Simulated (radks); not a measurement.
All-electron atom: Tc16+ in [Ar] 3d9 (the NIST ground configuration).

Calculated with a radial shooting solver on a logarithmic mesh with Libxc functionals: scalar-relativistic Kohn-Sham, exchange-only LDA, spin-polarised, spherical densities, point nucleus; open shells are filled with parallel spins first (spin-orbit coupling, left out, can overturn this in heavy ions).

Energy parts (hartree):
part                   energy
total             -4175.05865
kinetic            4315.38666
electron-nucleus  -9655.72694
Hartree            1273.05626
exchange           -107.77464

Orbitals (lengths in bohr, moments of r in powers of bohr):
orbital  occ.  eigenvalue (hartree)     <r^2>
1s up       1             -781.1030  0.001589
1s down     1             -781.1012  0.001589
2s up       1             -124.2414   0.02636
2s down     1             -124.1709   0.02635
2p up       3             -112.8842   0.02072
2p down     3             -112.8296   0.02070
3s up       1             -32.99791    0.1898
3s down     1             -32.91114    0.1901
3p up       3             -29.25326    0.1906
3p down     3             -29.16599    0.1910
3d up       5             -23.26601    0.1716
3d down     4             -23.16811    0.1722
4s up       0             -14.04568    0.8683
4s down     0             -14.01665    0.8708
4p up       0             -12.74367    0.9367
4p down     0             -12.71614    0.9397

The highest occupied level is 3d down at -630.44 eV. For comparison, the ionisation energy in NIST's Atomic Spectra Database is 655 eV (theoretical). In exact Kohn-Sham theory the highest level is minus the ionisation energy, but local and semilocal functionals leave it too shallow, through self-interaction and a potential that decays too fast; potentials with the right tail come closer. Spin moment in Bohr magnetons: 1. The density falls to 0.001 e/bohr^3 at r = 1.29 bohr. Summed over all electrons, <r^2> = 3.252 bohr^2, which gives a Langevin (diamagnetic) susceptibility term of -2.58 x 10^-6 cm^3/mol.
